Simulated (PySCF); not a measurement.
Work out the structure from these simulated measurements.

Formula: C6H8BNO2.

| Property | Result |
| --- | --- |
| 1H NMR | chemical shifts (computed TMS as zero) by class: 7.86 (2 H), 6.44 (2 H), 3.19 (2 H), 2.52 (2 H) ppm [GIAO B97-2/pcSseg-1] |
| Rotational structure | rotational constants A, B, C: 3.641, 0.745, 0.619 GHz [PBE0-D3(BJ)/def2-SVP] |
| Valence photoelectron | vertical ionisation energy: 7.66 eV [ΔSCF wB97X-D/def2-SVPD] |
| Dipole | 0.85 D [wB97X-D/def2-SVPD] |
| 13C NMR | chemical shifts (computed TMS as zero) by class: 150.5 (1 C), 140.3 (2 C), 118.8 (1 C), 112.5 (2 C) ppm [GIAO B97-2/pcSseg-1] |
| NMR, other nuclei | isotropic shieldings of nuclei other than C and H, by class: 76 (1 B), 186 (1 N), 226 (2 O) ppm [GIAO B97-2/pcSseg-1] |
| UV, first state | lowest singlet excitation: 4.91 eV (252 nm, f = 0.018) [TDDFT wB97X-D/def2-SVPD] |

The electronic properties come from PySCF, for the isolated species, density fitting. Levels stand in brackets. The structure is a single PBE0-D3(BJ)/def2-SVP conformer in the gas phase; no vibrational or solvent corrections. NMR classes are plain means over equivalent atoms (diastereotopic ones count apart unless rotation or inversion swaps them), as if these changed places fast.

Problem. Give a SMILES that accounts for the data.

Solution. Numbering: `[NH2:1][c:2]1[cH:3][cH:4][c:5]([B:6]([OH:7])[OH:8])[cH:9][cH:10]1`. 6 carbons fall into 4 classes; from least to most shielded: aromatic carbon bearing nitrogen [C2] (150.5 ppm), aromatic CH carbon [C4/C9] (140.3 ppm, 2 C), substituted aromatic carbon [C5] (118.8 ppm), aromatic CH carbon [C3/C10] (112.5 ppm, 2 C). Hydrogen classes from least to most shielded: 2 H on 2 aromatic CH carbons, C4/C9 (7.86 ppm), 2 H on 2 aromatic CH carbons, C3/C10 (6.44 ppm), 2 H on an aniline-type nitrogen, N1 (3.19 ppm), 2 H on 2 boron-bound oxygens, O7/O8 (2.52 ppm). The other shieldings belong to: 76 ppm, three-coordinate boron [B6]; 186 ppm, aniline-type nitrogen [N1]; 226 ppm, boron-bound oxygen [O7/O8]. The first electron is taken from the HOMO, whose largest Löwdin shares are 0.24 on the aniline-type nitrogen, 0.19 on the substituted aromatic carbon and 0.13 on the aromatic carbon bearing nitrogen. The optimised geometry has point group Cs and is an asymmetric top. Structure: `Nc1ccc(B(O)O)cc1`. Computed isomers that give other values at the same levels: `c1ccn(B2OCCO2)c1` (rotational constant A: 4.196 GHz; this holds for the one conformer computed); `Nc1ccccc1B(O)O` (rotational constant A: 2.254 GHz; this holds for the one conformer computed). The assignments are read from this structure; whether some other isomer fits the data as well wasn't checked.

The values belong to the conformer `[NH2:1][c:2]1[cH:3][cH:4][c:5]([B:6]([OH:7])[OH:8])[cH:9][cH:10]1`: C4–C5–B6–O7 -1°, H–N1–C2–C3 -20°, H–N1–C2–C3 -162°, H–O7–B6–C5 180°, H–O8–B6–C5 179°.
